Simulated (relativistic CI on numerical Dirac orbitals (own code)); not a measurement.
Ba XXVII: computed level list

Calculated at this level of theory: Dirac-Coulomb-Breit CI, orbitals from a KLI potential per configuration, QED by a radiative potential, unscaled Slater integrals (own radial code, finite nucleus).

CI space (outside the closed core [Ar] 3d10): 4s², 4s4p, 4p², 4s4d, 4d², 4s4f, 4p4d, 4f², 4p4f, 4d4f, 4s5s, 4s5p, 4s5d, 4s5f, 4s5g, 4s6s. Levels of other configurations are missing.

| No. | Configuration | Term | J | E (Ry) | % | Next component (%) | Landé g | Lifetime (s) |
| --- | --- | --- | --- | --- | --- | --- | --- | --- |
| 1 | 4s² | ¹S | 0 | 0.0000 | 99 | 1 4p² ¹S |  |  |
| 2 | 4s4p | ³P° | 0 | 3.6323 | 100 |  |  |  |
| 3 | 4s4p | ³P° | 1 | 3.8871 | 88 | 12 ¹P° | 1.437 | 2.63e-10 |
| 4 | 4s4p | ³P° | 2 | 5.2430 | 100 |  | 1.499 | 2.54e-05 |
| 5 | 4s4p | ¹P° | 1 | 6.1948 | 87 | 12 ³P° | 1.059 | 8.21e-12 |
| 6 | 4p² | ³P | 0 | 8.4500 | 77 | 22 ¹S |  | 1.71e-11 |
| 7 | 4p² | ³P | 1 | 9.7897 | 100 |  | 1.499 | 9.93e-12 |
| 8 | 4p² | ¹D | 2 | 9.8368 | 61 | 34 ³P | 1.166 | 1.91e-11 |
| 9 | 4p² | ³P | 2 | 11.3492 | 65 | 27 ¹D | 1.325 | 9.54e-12 |
| 10 | 4p² | ¹S | 0 | 12.0468 | 76 | 22 ³P |  | 7.36e-12 |
| 11 | 4s4d | ³D | 1 | 12.3986 | 100 |  | 0.497 | 4.31e-12 |
| 12 | 4s4d | ³D | 2 | 12.5043 | 97 | 2 ¹D | 1.161 | 4.58e-12 |
| 13 | 4s4d | ³D | 3 | 12.7160 | 100 |  | 1.332 | 6.29e-12 |
| 14 | 4s4d | ¹D | 2 | 13.4674 | 85 | 11 4p² ¹D | 1.007 | 3.67e-12 |
| 15 | 4p4d | ³F° | 2 | 16.2342 | 79 | 17 ¹D° | 0.739 | 3.15e-11 |
| 16 | 4p4d | ³F° | 3 | 16.8786 | 76 | 13 ³D° | 1.104 | 1.56e-11 |
| 17 | 4p4d | ³P° | 2 | 17.0072 | 44 | 26 ³D° | 1.245 | 6.16e-12 |
| 18 | 4p4d | ³D° | 1 | 17.0484 | 60 | 22 ³P° | 0.805 | 3.08e-12 |
| 19 | 4p4d | ³F° | 4 | 18.1011 | 97 | 3 4s4f ³F° | 1.248 | 2.92e-11 |
| 20 | 4p4d | ¹D° | 2 | 18.1517 | 45 | 37 ³D° | 1.024 | 4.03e-12 |
| 21 | 4p4d | ³D° | 3 | 18.3532 | 48 | 25 ¹F° | 1.176 | 3.39e-12 |
| 22 | 4p4d | ³P° | 0 | 18.3704 | 100 |  |  | 3.69e-12 |
| 23 | 4p4d | ³P° | 1 | 18.4172 | 70 | 29 ³D° | 1.203 | 3.40e-12 |
| 24 | 4p4d | ³P° | 2 | 18.5878 | 52 | 36 ³D° | 1.317 | 4.11e-12 |
| 25 | 4p4d | ¹F° | 3 | 18.9171 | 46 | 39 ³D° | 1.129 | 3.81e-12 |
| 26 | 4p4d | ¹P° | 1 | 19.3439 | 80 | 11 ³D° | 0.986 | 3.95e-12 |
| 27 | 4s4f | ³F° | 2 | 20.2223 | 99 | 1 4p4d ³F° | 0.665 | 5.11e-12 |
| 28 | 4s4f | ³F° | 3 | 20.2503 | 98 | 2 4p4d ³F° | 1.082 | 5.11e-12 |
| 29 | 4s4f | ³F° | 4 | 20.2897 | 97 | 3 4p4d ³F° | 1.249 | 5.13e-12 |
| 30 | 4s4f | ¹F° | 3 | 20.9487 | 80 | 19 4p4d ¹F° | 1.000 | 3.23e-12 |
| 31 | 4p4f | ³G | 3 | 24.2525 | 70 | 17 ¹F | 0.832 | 5.58e-12 |
| 32 | 4p4f | ³G | 4 | 24.2874 | 33 | 27 ¹G | 1.083 | 1.30e-11 |
| 33 | 4p4f | ³F | 2 | 24.3426 | 49 | 16 ¹D | 0.801 | 6.59e-12 |
| 34 | 4p4f | ³D | 3 | 24.4086 | 39 | 32 ³F | 1.160 | 6.40e-12 |
| 35 | 4d² | ³F | 2 | 25.2398 | 77 | 12 4p4f ³D | 0.749 | 2.31e-12 |
| 36 | 4d² | ³F | 3 | 25.2897 | 76 | 10 4p4f ³D | 1.075 | 3.22e-12 |
| 37 | 4d² | ¹G | 4 | 25.2950 | 49 | 16 4p4f ³F | 1.058 | 6.93e-12 |
| 38 | 4d² | ¹D | 2 | 25.4263 | 61 | 18 ³P | 1.051 | 3.05e-12 |
| 39 | 4d² | ³F | 4 | 25.4532 | 63 | 27 4p4f ³G | 1.187 | 4.18e-12 |
| 40 | 4d² | ³P | 0 | 25.4722 | 90 | 10 ¹S |  | 2.36e-12 |
| 41 | 4d² | ³P | 1 | 25.6393 | 100 |  | 1.499 | 2.66e-12 |
| 42 | 4d² | ³P | 2 | 25.8364 | 80 | 11 ¹D | 1.389 | 3.23e-12 |
| 43 | 4p4f | ¹F | 3 | 25.9009 | 52 | 20 ³G | 1.003 | 3.87e-12 |
| 44 | 4p4f | ³G | 5 | 25.9496 | 100 |  | 1.199 | 5.02e-12 |
| 45 | 4p4f | ³F | 4 | 26.1210 | 49 | 28 4d² ³F | 1.201 | 2.86e-12 |
| 46 | 4p4f | ³F | 3 | 26.1489 | 44 | 40 ³D | 1.172 | 3.31e-12 |
| 47 | 4p4f | ³D | 2 | 26.1709 | 68 | 25 ³F | 1.013 | 3.60e-12 |
| 48 | 4p4f | ³D | 1 | 26.2067 | 100 |  | 0.498 | 4.03e-12 |
| 49 | 4d² | ¹S | 0 | 26.5361 | 89 | 10 ³P |  | 3.15e-12 |
| 50 | 4p4f | ¹D | 2 | 26.8086 | 64 | 20 4d² ¹D | 0.986 | 3.26e-12 |
| 51 | 4p4f | ¹G | 4 | 27.0422 | 56 | 35 4d² ¹G | 1.012 | 2.25e-12 |
| 52 | 4s5s | ³S | 1 | 28.7649 | 100 |  | 2.000 | 6.31e-13 |
| 53 | 4s5s | ¹S | 0 | 29.0897 | 100 |  |  | 7.14e-13 |
| 54 | 4s5p | ³P° | 0 | 30.8103 | 100 |  |  | 1.73e-12 |
| 55 | 4s5p | ³P° | 1 | 30.8497 | 74 | 26 ¹P° | 1.370 | 1.16e-12 |
| 56 | 4s5p | ³P° | 2 | 31.5213 | 100 |  | 1.499 | 1.91e-12 |
| 57 | 4s5p | ¹P° | 1 | 31.6210 | 74 | 26 ³P° | 1.128 | 9.57e-13 |
| 58 | 4d4f | ³H° | 4 | 32.3603 | 82 | 17 ¹G° | 0.835 | 5.00e-12 |
| 59 | 4d4f | ³H° | 5 | 32.5348 | 98 | 1 ³G° | 1.033 | 6.05e-12 |
| 60 | 4d4f | ¹G° | 4 | 32.5452 | 63 | 17 ³F° | 1.013 | 4.11e-12 |
| 61 | 4d4f | ³F° | 2 | 32.5684 | 83 | 15 ¹D° | 0.723 | 3.07e-12 |
| 62 | 4d4f | ³F° | 3 | 32.6664 | 94 | 3 ³G° | 1.078 | 3.31e-12 |
| 63 | 4d4f | ³H° | 6 | 32.7325 | 100 |  | 1.165 | 7.98e-12 |
| 64 | 4d4f | ³F° | 4 | 32.8257 | 78 | 19 ¹G° | 1.193 | 4.20e-12 |
| 65 | 4d4f | ¹D° | 2 | 32.9218 | 74 | 13 ³F° | 1.011 | 3.16e-12 |
| 66 | 4d4f | ³G° | 3 | 33.0607 | 87 | 8 ¹F° | 0.793 | 2.15e-12 |
| 67 | 4d4f | ³D° | 1 | 33.1943 | 66 | 29 ³P° | 0.811 | 2.45e-12 |
| 68 | 4d4f | ³P° | 2 | 33.2020 | 46 | 42 ³D° | 1.290 | 2.70e-12 |
| 69 | 4d4f | ³G° | 4 | 33.2226 | 95 | 3 ³F° | 1.052 | 2.43e-12 |
| 70 | 4d4f | ³D° | 3 | 33.3028 | 80 | 10 ¹F° | 1.254 | 2.62e-12 |

Energies count from the lowest computed level; ° marks odd parity; lifetimes are radiative, by E1, M1, E2, M2 decay to levels of this space only; some are left blank where a channel outside the calculation adds to the decay or the decay crosses a small, uncertain gap.

The mean weight of the leading LS term, summed over parents, in these 70 levels is 77 %, and that of the leading jj configuration (from the same eigenvectors) 81 %.

At this charge energies of transitions that change n are usually good to better than 1 %, and those within a shell (Δn = 0) to a few per cent.

LS names give the leading component of a level, which can be under half, so a name can repeat, a term be missing and a line seem to break the LS rules.
